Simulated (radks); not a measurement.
Ta61+, 12 electrons, occupied as [Ne] 3s2. Calculated with a radial shooting solver on a logarithmic mesh with Libxc functionals: non-relativistic Kohn-Sham, LDA (Slater exchange, Perdew-Wang correlation), spin-polarised, spherical densities, point nucleus; relativity is left out, which matters for an element this heavy.

Normalised radial functions P(r) = r R(r), r in bohr:

r              2s      2p       3s
0.001188   0.4534  0.0114   0.2364
0.001475   0.5508  0.0174   0.2872
0.001831   0.6656  0.0265   0.3469
0.002272   0.7989  0.0401   0.4163
0.00282    0.9508  0.0606   0.4953
0.003528   1.1260  0.0925   0.5863
0.004378   1.3069  0.1381   0.6799
0.005434   1.4899  0.2047   0.7741
0.006744   1.6590  0.3007   0.8600
0.00837    1.7900  0.4368   0.9245
0.01039    1.8492  0.6255   0.9490
0.01289    1.7934  0.8805   0.9098
0.01613    1.5618  1.2271   0.7729
0.02002    1.1235  1.6450   0.5228
0.02484    0.4470  2.1342   0.1443
0.03083   -0.4523  2.6594  -0.3463
0.03827   -1.4927  3.1535  -0.8862
0.0475    -2.5142  3.5179  -1.3527
0.05895   -3.2965  3.6405  -1.5708
0.07375   -3.6251  3.4207  -1.3416
0.09153   -3.3654  2.8674  -0.5893
0.1136    -2.6275  2.0867   0.5680
0.141     -1.6841  1.2753   1.7633
0.175     -0.8548  0.6280   2.5065
0.2172    -0.3273  0.2367   2.4805
0.2695    -0.0888  0.0640   1.8018
0.3372    -0.0147  0.0106   0.9173
0.4185    -0.0015  0.0011   0.3272
0.5194    -0.0001  0.0001   0.0749
0.6446    0.0000  0.0000   0.0100

2s: eigenvalue -14875.2 eV, 1 radial node at r = 0.0278 bohr, <r> = 0.0864 bohr, 90 % of the charge inside 0.132 bohr. 2p: eigenvalue -14522.5 eV, 0 radial nodes, <r> = 0.0730 bohr, 90 % of the charge inside 0.117 bohr. 3s: eigenvalue -6247.0 eV, 2 radial nodes at r = 0.0266, 0.103 bohr, <r> = 0.202 bohr, 90 % of the charge inside 0.291 bohr.
